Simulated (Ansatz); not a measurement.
`C[NH][GeH2][SiH3]` and `C[NH][GeH2][NH]C` differ in one atom or group.

Ansatz, PBE0-D4/def2-TZVP geometries, multiplicity 1. Each molecule was computed in one conformer, which needn't be the lowest.

Scalar relativity is left out up to krypton.

```json
{"property": "LUMO energy (PBE/def2-TZVPP) / eV", "`C[NH][GeH2][SiH3]`": "-0.82"}
{"property": "HOMO–LUMO gap (B3LYP/def2-TZVPP) / eV", "`C[NH][GeH2][SiH3]`": "6.07"}
{"property": "HOMO energy (B3LYP/def2-TZVPP) / eV", "`C[NH][GeH2][SiH3]`": "-6.27"}
{"property": "HOMO–LUMO gap (ωB97M-V/def2-TZVPP) / eV", "`C[NH][GeH2][SiH3]`": "10.38"}
{"property": "LUMO energy (PBE0/def2-TZVPP) / eV", "`C[NH][GeH2][SiH3]`": "0.00"}
{"property": "size of the dipole moment (ωB97M-V/def2-TZVPP) / D", "`C[NH][GeH2][SiH3]`": "0.78"}
```

Task: Give the same properties after the change, and the shifts. (An estimate is asked.)

Result: The calculation gave: 
| property | `C[NH][GeH2][NH]C` | shift |
| --- | --- | --- |
| LUMO energy (PBE/def2-TZVPP) / eV | 0.09 | 0.91 |
| HOMO–LUMO gap (B3LYP/def2-TZVPP) / eV | 6.84 | 0.77 |
| HOMO energy (B3LYP/def2-TZVPP) / eV | -6.22 | 0.05 |
| HOMO–LUMO gap (ωB97M-V/def2-TZVPP) / eV | 11.21 | 0.83 |
| LUMO energy (PBE0/def2-TZVPP) / eV | 0.90 | 0.90 |
| size of the dipole moment (ωB97M-V/def2-TZVPP) / D | 0.39 | -0.39 |

With PBE0 the HOMO rises by 0.05 eV and the LUMO rises by 0.90 eV, so the gap widens by about 0.85 eV. PBE moves the HOMO by 0.13 eV and ωB97M-V by -0.07 eV. Dipoles are sizes alone; their direction can turn.

B3LYP here is the variant with VWN-RPA as its local correlation; programs differ in this.
